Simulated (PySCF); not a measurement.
Structure problem from calculated spectra and properties.

Elements present: C, H and P. Monoisotopic mass: 128.0755 u.

* 13C NMR: chemical shifts (computed TMS as zero) by class: 154.0 (1 C), 137.2 (1 C), 39.9 (1 C), 34.5 (1 C), 23.9 (1 C), 23.0 (2 C) ppm [GIAO B97-2/pcSseg-1]
* Valence photoelectron: vertical ionisation energy: 8.29 eV [ΔSCF B3LYP/def2-SVPD]
* Dipole: 1.26 D [B3LYP/def2-SVPD]
* Triplet: lowest triplet excitation (Tamm–Dancoff): 4.02 eV [TDA B3LYP/def2-SVPD]
* Rotational structure: rotational constants A, B, C: 2.896, 1.229, 0.941 GHz [PBE0-D3(BJ)/def2-SVP]
* NMR, other nuclei: isotropic shieldings of nuclei other than C and H, by class: 385 (1 P) ppm [GIAO B97-2/pcSseg-1]
* Polarisability: 108.8 au [B3LYP/def2-SVPD]
* XPS: P2p3/2 135.9, C1s 289.8, C1s 289.8, C1s 290.4, C1s 290.4 (×2), C1s 290.6, C1s 290.6, P1s 2149.4 eV [ΔSCF SCAN, pcX-2 on the ionised atom, pcseg-1 elsewhere, spin-free X2C, 2p3/2 from a spin–orbit splitting computed afterwards within the 2p shell]
* 1H NMR: chemical shifts (computed TMS as zero) by class: 6.00 (1 H), 4.04 (1 H), 2.61 (2 H), 2.44 (1 H), 1.74 (2 H), 1.06 (6 H) ppm [GIAO B97-2/pcSseg-1]

Gas-phase values; electronic properties from PySCF, density fitting. Levels stand in brackets. Isolated species at its PBE0-D3(BJ)/def2-SVP geometry (one conformer only). NMR classes are plain means over equivalent atoms (diastereotopic ones count apart unless rotation or inversion swaps them), as if these changed places fast.

Problem. Which formula fits the mass and the elements?

Solution. C7H13P (calculated 128.0755). No other formula that holds each of these elements comes within 0.0003 u with a fitting electron parity and a possible valence count.

Problem. What is the compound? Reason from the data.

Solution. Numbering: `[CH3:1][CH:2]([CH3:3])[C:4]1=[CH:5][CH2:6][CH2:7][PH:8]1`. 7 carbons fall into 6 classes; from least to most shielded: fully substituted alkene carbon [C4] (154.0 ppm), alkene CH carbon [C5] (137.2 ppm), allylic carbon [C6] (39.9 ppm), allylic carbon [C2] (34.5 ppm), ring sp3 carbon bound to phosphorus [C7] (23.9 ppm), methyl carbon [C1/C3] (23.0 ppm, 2 C, up to 2.0 ppm apart in this geometry). Hydrogen classes from least to most shielded: 1 H on an alkene CH carbon, C5 (6.00 ppm), 1 H on a phosphine phosphorus, P8 (4.04 ppm), 2 H on an allylic carbon, C6 (2.61 ppm), 1 H on an allylic carbon, C2 (2.44 ppm), 2 H on an sp3 carbon bound to phosphorus, C7 (1.74 ppm), 6 H on 2 methyl carbons, C1/C3 (1.06 ppm, a mean of values up to 0.8 ppm apart in this geometry). The other shieldings belong to: 385 ppm, phosphine phosphorus [P8]. The core levels belong to: P2p3/2 135.9 eV, phosphine phosphorus [P8]; C1s 289.8 eV, fully substituted alkene carbon [C4]; C1s 289.8 eV, alkene CH carbon [C5]; C1s 290.4 eV, sp3 carbon bound to phosphorus [C7]; C1s 290.4 eV, methyl carbon [C1/C3]; C1s 290.6 eV, allylic carbon [C2]; C1s 290.6 eV, allylic carbon [C6]; P1s 2149.4 eV, phosphine phosphorus [P8]. One atom of each topological class was ionised and stands for its class. The hole state at 289.8 eV has ⟨S²⟩ = 0.82 against 0.75, so that value is less sure. The first electron is taken from the HOMO, whose largest Löwdin shares are 0.38 on the phosphine phosphorus, 0.18 on the fully substituted alkene carbon, 0.17 on the alkene CH carbon and 0.08 on the P–H hydrogen. The optimised geometry has point group C1 and is an asymmetric top. Structure: `CC(C)C1=CCCP1`. Computed isomers that give other values at the same levels: `CC#CP(C)C(C)C` (rotational constant A: 2.574 GHz; this holds for the one conformer computed). The assignments are read from this structure; whether some other isomer fits the data as well wasn't checked.
